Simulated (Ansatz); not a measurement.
The first iterations of a band of ClF2H2NTi + H3P (11 atoms, charge 0, multiplicity 1).

Theory: Ansatz, RKS BHLYP-D4/def2-SVP.

```json
{"movable images": "7", "climbing image": "yes", "spring": "5.0 eV/Å²", "optimiser": "quadratic models (default)", "start path": "through a guess of the saddle point", "force threshold": "0.05 eV/Å", "iteration limit": "60", "end points": "relaxed"}
```

First end point:

```xyz
11
Properties=species:S:1:pos:R:3
Ti -0.043 -0.389 0.057
N -0.157 -0.173 1.858
H -0.446 -0.891 2.509
H 0.120 0.676 2.333
Cl 2.029 -0.892 -0.510
F -0.473 1.116 -0.691
F -1.089 -1.700 -0.349
P 2.137 2.974 1.309
H 2.587 1.648 1.092
H 0.973 2.819 0.517
H 1.479 2.665 2.530
```

Last end point:

```xyz
11
Properties=species:S:1:pos:R:3
Ti 0.242 0.390 0.054
N 0.413 0.068 2.300
H 0.020 -0.849 2.478
H 1.361 0.062 2.655
Cl 1.743 -1.252 -0.050
F 0.135 0.909 -1.598
F -1.431 0.064 0.416
P 0.999 2.624 0.769
H 2.222 2.116 1.283
H 1.538 2.982 -0.487
H -0.126 0.739 2.836
```

| iteration | highest image above the first end (eV) | largest band force component (eV/Å) |
| --- | --- | --- |
| 1 | 7.093 | 19.772 |
| 2 | 3.553 | 8.216 |
| 3 | 2.251 | 3.384 |
| 4 | 1.498 | 2.578 |
| 5 | 1.213 | 1.196 |
| 6 | 1.041 | 0.861 |

Does the band converge within its limit, and where does its top end?

It converged. It ended after 20 iterations with the highest image 1.668 eV above the first end. The profile has 2 maxima (images 4, 6) with wells between them (image 5): this band takes more than one step, which may be the mechanism or a detour left from its start path. Neighbouring images differ by up to 1.6 eV, so the band resolves the path poorly. A vibrational analysis at the climbing image gives one clearly imaginary mode, 1593i cm⁻¹: a first-order saddle point. The orbitals stay closed-shell, which can raise the energy where a bond breaks towards radicals; this wasn't checked here.

Run time: 7.1 min on 4 threads of Arm Neoverse V2, with other jobs on the host, peak memory 0.4 GiB.
